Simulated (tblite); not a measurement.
Isomers of C2H12NPSi2. Computed with GFN2-xTB (tblite): harmonic, unscaled wavenumbers at the GFN2-xTB geometry, gas phase. This tight-binding method is rough: wavenumbers can miss measured ones by several per cent, in bad cases by 10 to 20. Modes of hydrogen on phosphorus and silicon can be 10 to 20 % off. One conformer each.

Electronic energies: GFN2-xTB at the same geometries; isomer energies are rough at this level and their order can be wrong.

```csv
SMILES,"electronic energy, lowest = 0 (kJ/mol)"
CN[SiH2]C[SiH2]P,92.1
CC[Si@H](P)N[SiH3],0.0
N[Si@H](P)CC[SiH3],97.8
```

Q: How do GFN2-xTB zero-point energies change the relative energies?

A: 
```
            SMILES  ZPE (kJ/mol)  of it from modes above 1550 cm⁻¹  electronic (kJ/mol)  with ZPE, lowest = 0 (kJ/mol)  lowest mode (cm⁻¹)  rings
CC[Si@H](P)N[SiH3]         343.3                             191.5                  0.0                            0.0                  35      0
  CN[SiH2]C[SiH2]P         342.3                             190.6                 92.1                           91.0                  34      0
N[Si@H](P)CC[SiH3]         341.9                             193.5                 97.8                           96.3                  41      0
```

The zero-point energies span 1.4 kJ/mol, from `N[Si@H](P)CC[SiH3]` to `CC[Si@H](P)N[SiH3]`. The order is unchanged.

Q: What do entropy and thermal enthalpy add at 298.15 K and 1 bar (rigid rotor, harmonic oscillator, one conformer each)?

A: 
| SMILES | point group | symmetry number | S (J/(mol K)) | H − H(0) (kJ/mol) | ZPE + H − H(0) − TS (kJ/mol) |
| --- | --- | --- | --- | --- | --- |
| CC[Si@H](P)N[SiH3] | C1 | 1 | 455.5 | 33.52 | 241.0 |
| CN[SiH2]C[SiH2]P | C1 | 1 | 455.7 | 33.25 | 239.7 |
| N[Si@H](P)CC[SiH3] | C1 | 1 | 447.2 | 33.17 | 241.8 |
